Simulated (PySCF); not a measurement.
C₇H₁₀F (doublet state).
Numbering: `[CH2:1][C@@H:2]1[CH2:3][C@@H:4]([F:5])/[C:6]1=[CH:7]/[CH3:8]` (hydrogens: H9, H10 on C1; H11 on C2; H12, H13 on C3; H14 on C4; H15 on C7; H16, H17, H18 on C8)

Structure used (GFN2-xTB), in Å, numbered top down from 1:
```
atom  x, y, z in Å
C1    -0.623    1.821   -0.495
C2    -0.711    0.380   -0.704
C3    -1.993   -0.316   -0.161
C4    -1.170   -1.023    0.922
F5    -1.261   -2.399    0.916
C6     0.083   -0.461    0.311
C7     1.368   -0.650    0.534
C8     2.469    0.015   -0.220
H9    -0.100    2.454   -1.185
H10   -0.979    2.251    0.421
H11   -0.468    0.116   -1.736
H12   -2.761    0.358    0.209
H13   -2.426   -1.018   -0.869
H14   -1.370   -0.712    1.954
H15    1.670   -1.347    1.306
H16    2.071    0.729   -0.936
H17    3.063   -0.729   -0.750
H18    3.130    0.537    0.470
```

The hyperfine couplings belong to this conformer and change with its torsions.

Level of theory: PySCF 2.14.0, UKS B3LYP, pcH-1 on C F H, non-relativistic, mean-field spin-orbit, GIAO. Geometry: GFN2-xTB, one conformer, isolated molecule. A GFN2-xTB geometry isn't a minimum of the functional, and hyperfine couplings can be far from their values at a DFT geometry. No stability test was run, so a lower SCF solution isn't excluded.

(1) Give the principal g shifts and their parts.

(2) Average each term over the three axes. Which is largest in size?

(3) What are the electron Larmor frequencies g μB B/h along the three axes at 3350 mT?

(4) What effective moment and Curie constant follow for a powder?

(5) In a frozen sample, at which fields do the three g values resonate at 9.5, 34, 94 and 263 GHz (hyperfine left aside), and which band first spreads them over more than twice a line width of 1.0 mT?

## Answers

(1) 
```tsv
Δg (ppm)	1	2	3
relativistic mass correction	-147	-147	-147
gauge correction	11	29	31
orbital Zeeman/spin–orbit	-44	509	667
total	-180	391	552
```

So g = 2.00214, 2.00271, 2.00287 and g_iso = 2.00257; the tensor is rhombic: the two nearest values differ by 22 % of g3 − g1. Axes: g2 points within 15° of the C1–H9 bond.

(2) The orbital-Zeeman/spin–orbit term 378, the mass correction -147 and the gauge correction 24 ppm, for a total of 254 ppm. The orbital-Zeeman/spin–orbit term is the largest in size. The mass correction is the same along every axis, so the anisotropy comes from the other two: their spans along these axes are 21 (gauge) and 711 ppm (orbital Zeeman/spin–orbit).

(3) 93.8751, 93.9019, 93.9094 GHz for g1, g2 and g3, a range of 34.3 MHz.

(4) With the mean of g² = 4.0103 and S(S+1) = 0.75: μ_eff = √(⟨g²⟩S(S+1)) = 1.734 μB and χT = 0.12505·⟨g²⟩·S(S+1) = 0.376 cm³ K/mol (cgs; spin-Hamiltonian part alone).

(5) 
| band | GHz | B(g3) mT | B(g2) mT | B(g1) mT | spread mT |
| --- | --- | --- | --- | --- | --- |
| X | 9.5 | 338.89 | 338.92 | 339.01 | 0.12 |
| Q | 34.0 | 1212.87 | 1212.97 | 1213.31 | 0.44 |
| W | 94.0 | 3353.23 | 3353.50 | 3354.46 | 1.23 |
| J | 263.0 | 9381.91 | 9382.66 | 9385.34 | 3.43 |

The spread grows in proportion to the frequency. J band is the first where it exceeds 2.0 mT.

The largest Mulliken spin populations are on C1 (+1.06) and C2 (-0.09). No atom but C1 exceeds +0.15. The positive populations add up to 1.18 and the negative ones to -0.18, together 2S = 1. The angles at C1 add up to 359.6°, so it is planar; its axial dipolar tensor and the negative couplings of its protons fit spin in a p orbital normal to that plane.

The HOMO–LUMO gaps are 5.29 eV among the α and 5.22 eV among the β orbitals.
